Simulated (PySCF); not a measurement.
Isomers of C8H12, from PBE0-D3(BJ)/def2-SVP geometry optimisation, gas phase (PySCF). One conformer each, no zero-point energy, no frequencies.

**Question.** Which isomer lies lower at this level?
A. `[CH:1]#[C:2][CH:3]1[CH2:4][CH2:5][CH2:6][CH2:7][CH2:8]1` with C2–C3–C4–C5 180°, C3–C4–C5–C6 -55°, C4–C5–C6–C7 55°, C5–C6–C7–C8 -55°: A = 4268, B = 1387, C = 1122 MHz, dipole 0.89 D
B. `[CH2:1]=[C:2](/[CH:3]=[CH:4]/[CH3:5])[CH:6]1[CH2:7][CH2:8]1` with C1–C2–C3–C4 -177°, C1–C2–C6–C7 26°: A = 3553, B = 1245, C = 974.9 MHz, dipole 0.69 D

**Answer.** A. That is `C#CC1CCCCC1`, 6.5 kcal/mol below the other.

| SMILES | mapped SMILES | E (Eh) | relative (kcal/mol) | relative (kJ/mol) | dipole (D) |
| --- | --- | --- | --- | --- | --- |
| C#CC1CCCCC1 | [CH:1]#[C:2][CH:3]1[CH2:4][CH2:5][CH2:6][CH2:7][CH2:8]1 | -311.43274 | 0.0 | 0.0 | 0.89 |
| C=C(/C=C/C)C1CC1 | [CH2:1]=[C:2](/[CH:3]=[CH:4]/[CH3:5])[CH:6]1[CH2:7][CH2:8]1 | -311.42241 | 6.5 | 27.1 | 0.69 |

As drawn, the lower has a C≡C bond, which the higher lacks; the higher has a three-membered ring and a C=C bond outside aromatic rings, which the lower lacks.
